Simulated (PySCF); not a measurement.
## Strontium: a sound run and one with changed settings

Sound run: Sr [Kr] 5s2, Sr⁺ [Kr] 5s1. All numbers are calculated (PySCF 2.14, the spin-free X2C one-electron Hamiltonian (Gaussian nucleus), in aug-cc-pVDZ-X2C (7s6p4d, 45 functions)). The sound run starts from symmetry-adapted Hartree-Fock orbitals and uses a fine grid where one is needed.

Changed run: radial step 0.8 in ln r (0.13 in the sound run). This setting is unsound on purpose.

```json
{"species": "Sr", "method": "UHF", "sound run (hartree)": "-3177.34487", "changed run (hartree)": "-3177.34487", "converged": "yes"}
{"species": "Sr", "method": "MN15", "sound run (hartree)": "-3181.20676", "changed run (hartree)": "-3182.01857", "converged": "yes"}
{"species": "Sr", "method": "BP86", "sound run (hartree)": "-3179.64640", "changed run (hartree)": "-3178.62071", "converged": "yes"}
{"species": "Sr⁺", "method": "UHF", "sound run (hartree)": "-3177.17025", "changed run (hartree)": "-3177.17025", "converged": "yes"}
{"species": "Sr⁺", "method": "MN15", "sound run (hartree)": "-3180.98537", "changed run (hartree)": "-3181.77661", "converged": "yes"}
{"species": "Sr⁺", "method": "BP86", "sound run (hartree)": "-3179.43104", "changed run (hartree)": "-3178.41588", "converged": "yes"}
```

Ionisation energy of Sr:

```csv
method,sound run (eV),changed run (eV)
UHF,4.752,4.752
MN15,6.024,6.584
BP86,5.860,5.574
```

A coarse radial grid mis-integrates the density and the exchange-correlation energy, with errors of either sign; Hartree-Fock needs no grid.

For comparison, NIST gives 5.695 eV between the lowest levels.
